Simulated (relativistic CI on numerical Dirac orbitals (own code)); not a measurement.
# W4+ (5d2) in a crystal field

Calculated by Dirac-Coulomb-Breit CI, separate exchange-only KLI orbitals for each configuration, a model potential for QED, valence Slater integrals scaled by 0.8, one configuration in a parametric crystal field (own radial code).

Field parameters in Wybourne normalisation: Oh B⁴₀ = 21Dq, B⁴₄ = √(5/14) B⁴₀. The field is a parameter set, without covalency.

S is read from ⟨S²⟩ = S(S + 1).

Levels (cm⁻¹, degeneracy): 0 (2), 564 (3), 4931 (3), 6477 (1), 11607 (3), 13193 (2), 16375 (1), 18212 (3), 18572 (3), 19015 (2), 21711 (1), 25171 (3).

Problem. Which field gives this pattern?
A. Oh, 10Dq = 42500 cm⁻¹
B. Oh, 10Dq = 15300 cm⁻¹
C. Oh, 10Dq = 35700 cm⁻¹
D. Oh, 10Dq = 22100 cm⁻¹

Solution. B. Oh, 10Dq = 15300 cm⁻¹, ground level with S = 0.97.
